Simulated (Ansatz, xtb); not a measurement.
## Relative energy of two isomers of C3H8OSSi

Structure a: `[SiH3][C@@H]1CO[C@@H]1S`, a singlet. Structure b: `[SiH3][C@@H]1CO[C@H]1S`, a singlet. Both are isolated molecules in the gas phase, relaxed with B3LYP-D3(BJ)/def2-SVP, each in the lowest conformer that the search found.

a (Å):

```yaml
atoms:
  - { symbol: C, position_ang: [0.4322, 0.6779, 0.0060] }
  - { symbol: C, position_ang: [0.3224, 1.7004, 1.1614] }
  - { symbol: C, position_ang: [-0.6137, 1.5966, -0.6804] }
  - { symbol: O, position_ang: [-0.6571, 2.4708, 0.4433] }
  - { symbol: S, position_ang: [-2.2447, 0.9431, -1.1921] }
  - { symbol: Si, position_ang: [0.0397, -1.1390, 0.3677] }
  - { symbol: H, position_ang: [1.1578, -1.6787, 1.1984] }
  - { symbol: H, position_ang: [-0.0604, -1.9312, -0.8880] }
  - { symbol: H, position_ang: [-1.2219, -1.2623, 1.1520] }
  - { symbol: H, position_ang: [1.4047, 0.7217, -0.5098] }
  - { symbol: H, position_ang: [-0.0772, 1.3230, 2.1205] }
  - { symbol: H, position_ang: [1.2390, 2.2801, 1.3645] }
  - { symbol: H, position_ang: [-0.2470, 2.0971, -1.5939] }
  - { symbol: H, position_ang: [-2.6165, 0.5268, 0.0400] }
```

b (Å):

```xyz
14

C    -0.9214   -0.0764   -0.0596
C    -1.0209   -1.6172   -0.1786
C    -0.1567   -0.1950   -1.3997
O    -0.2027   -1.6164   -1.3587
S    -1.0729    0.5974   -2.7771
Si    0.0503    0.6303    1.4003
H     0.3195    2.0803    1.1800
H     1.3456   -0.1004    1.5181
H    -0.7273    0.4565    2.6617
H    -1.8887    0.4411   -0.1533
H    -2.0380   -2.0007   -0.3715
H    -0.5628   -2.2115    0.6315
H     0.8841    0.1675   -1.4305
H    -0.1656    0.3160   -3.7409
```

Quicker runs give these differences E(b) − E(a): GFN2-xTB +0.019 eV; HF/STO-3G −0.035 eV (at GFN2-xTB geometries); r2SCAN-D4/def2-SVP −0.017 eV (at GFN2-xTB geometries).

**Question.** Estimate which is lower in electronic energy at CCSD(T)/def2-SVP + ΔMP2/def2-TZVPP, and by roughly how much.

**Answer.** Too close to call at this level: CCSD(T)/def2-SVP + ΔMP2/def2-TZVPP gives E(b) − E(a) = −0.013 eV.

The same difference at several levels:

```
                             level               geometry  E(b) − E(a) (eV)  departure from the last row (eV)  job, with rough time for the two
                          GFN2-xTB               GFN2-xTB              +0.019                            +0.032              optimisation, 0.34 s
                         HF/STO-3G               GFN2-xTB              −0.035                            −0.022               single point, 0.5 s
                r2SCAN-D4/def2-SVP               GFN2-xTB              −0.017                            −0.004                 single point, 3 s
             B3LYP-D3(BJ)/def2-SVP  B3LYP-D3(BJ)/def2-SVP              +0.041                            +0.053                optimisation, 54 s
                       HF/def2-SVP  B3LYP-D3(BJ)/def2-SVP              −0.028                            −0.016           part of the CCSD(T) run
                      MP2/def2-SVP  B3LYP-D3(BJ)/def2-SVP              +0.019                            +0.031           part of the CCSD(T) run
                  CCSD(T)/def2-SVP  B3LYP-D3(BJ)/def2-SVP              +0.021                            +0.033                      single point
CCSD(T)/def2-SVP + ΔMP2/def2-TZVPP  B3LYP-D3(BJ)/def2-SVP              −0.013                                                  single point, 32 s
```

As drawn, both hold the same kinds of bond in the same numbers.

The largest departure from CCSD(T)/def2-SVP + ΔMP2/def2-TZVPP is that of B3LYP-D3(BJ)/def2-SVP, 0.053 eV. The last row adds to CCSD(T) the change of the MP2 difference between the two basis sets, here −0.033 eV.

With thermal terms from frequencies at re-optimised GFN2-xTB minima (ideal gas, soft modes damped towards free rotors, one conformer each, 298.15 K, 1 atm): on the last row, ΔE + ΔZPE = −0.023, ΔH = −0.017, ΔG = −0.037 eV.

The correlated steps freeze 14 core orbitals. Programs: Ansatz 0.2.0, xtb 6.7.1; the last row on 2 threads of Intel(R) Xeon(R) 6975P-C (Granite Rapids) on a shared host.
